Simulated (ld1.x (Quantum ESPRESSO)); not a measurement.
The numbers below are computed, except where a source is named.
**Hardness and transferability of assorted potentials**

Generated with ld1.x 7.5 (TM, RRKJ, ultrasoft, PAW), atompaw 4.2 or ONCVPSP 4.0.1. The cutoff is in Ry: for ld1.x and atompaw files where the sum of valence levels is converged to 10 mRy in a Bessel basis, for ONCV files where the hardest occupied wave has 1 mHa per electron of residual kinetic energy. The error is the largest all-electron minus pseudo excitation energy over each file’s own four to seven test configurations (ionisations up to +4, promotions, holes and added fractions of an electron), all of which were solved. The labels leave out finer settings (local radius, basis sizes, second energies), which also bear on the numbers. Spin-polarised tests are not counted. The rows are a selection from randomly drawn settings: files with unsolved tests, undetermined cutoffs or missed reference levels are left out.

A true bound ghost makes a file unfit for plane-wave use even where its test errors are small: the radial tests pick states by their node count and pass the ghost by.

```csv
element,potential,cutoff (Ry),largest error (meV),bound ghosts
Al,"TM, BP86, non-relativistic, rc 1.75/2.40/2.45 (spd), local p, core correction yes, reference 3s2 3p1",10,-13,none
Si,"ultrasoft, PBEsol, scalar-relativistic, rc 1.75/1.70 (sp), local smoothed, core correction yes, reference 3s2 3p0",10,+11,none
Si,"RRKJ, PBE, non-relativistic, rc 1.50/2.20 (sp), local smoothed, core correction yes, reference 3s2 3p2",21,+182,none
Ga,"TM, BLYP, scalar-relativistic, rc 2.05/2.65 (sp), local smoothed, core correction yes, reference 4s2 4p1",12,-153,none
Nb,"TM, LDA (PZ), non-relativistic, rc 3.35/4.05/2.00 (spd), local d, core correction yes, reference 4d3 5s2 5p0",35,-176,"s, p"
Sn,"ultrasoft, PBE, scalar-relativistic, rc 2.20/2.85 (sp), local smoothed, core correction yes, reference 5s2 5p2",6,-360,none
Sb,"TM, PBE, fully relativistic, rc 1.75/2.25 (sp), local s, core correction yes, reference 5s2 5p2.5",25,-423,none
Te,"TM, PBE, scalar-relativistic, rc 1.85/1.75/0.90 (spd), local s, core correction no, reference 4d10 5s2 5p4",140,-391,none
```

Problem. Fill in the row for W: TM, PBE, fully relativistic, rc 2.85/3.80/2.50 (spd), local s, core correction no, reference 5d4 6s1 6p1.

Solution. cutoff 30 Ry, largest error +140 meV, bound ghosts: none.
